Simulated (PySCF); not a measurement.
C4H11BSi, SMILES CB(C)/C=C/[SiH3], singlet, GFN2-xTB optimised geometry.

```
17

Si     2.75     0.99     0.49
C      0.87     1.01     0.41
C      0.09    -0.01     0.00
B     -1.47    -0.01     0.00
C     -2.29     1.34     0.00
C     -2.22    -1.39     0.01
H      3.26     2.11    -0.30
H      3.17     1.15     1.89
H      3.26    -0.27    -0.04
H      0.38     1.92     0.74
H      0.60    -0.92    -0.31
H     -1.77     2.18    -0.47
H     -3.26     1.24    -0.47
H     -2.48     1.63     1.03
H     -1.68    -2.18     0.54
H     -2.32    -1.73    -1.02
H     -3.23    -1.34     0.42
```

Density from PBE0/def2-SVP (PySCF) at that geometry.

Minimum of the electron density along straight lines between bonded atoms, close to the bond critical point (lines longer than 1.1 times the sum of covalent radii, or with two minima, are not listed):

```tsv
bond	length / Å	ρ at the minimum / e bohr⁻³	∇²ρ there / e bohr⁻⁵	position (fraction from the first atom)
Si1–C2	1.880	0.114	0.35	0.38
C2–C3	1.340	0.333	-0.87	0.51
C3–B4	1.554	0.184	-0.06	0.68
B4–C5	1.579	0.178	-0.14	0.32
B4–C6	1.579	0.179	-0.14	0.32
Si1–H7	1.467	0.116	0.32	0.49
Si1–H8	1.467	0.116	0.32	0.49
Si1–H9	1.464	0.117	0.33	0.49
C2–H10	1.085	0.278	-1.03	0.63
C3–H11	1.087	0.277	-1.02	0.62
C5–H12	1.088	0.272	-0.97	0.62
C5–H13	1.088	0.271	-0.96	0.62
C5–H14	1.091	0.265	-0.91	0.62
C6–H15	1.088	0.271	-0.96	0.62
C6–H16	1.091	0.264	-0.91	0.62
C6–H17	1.088	0.272	-0.97	0.62
```
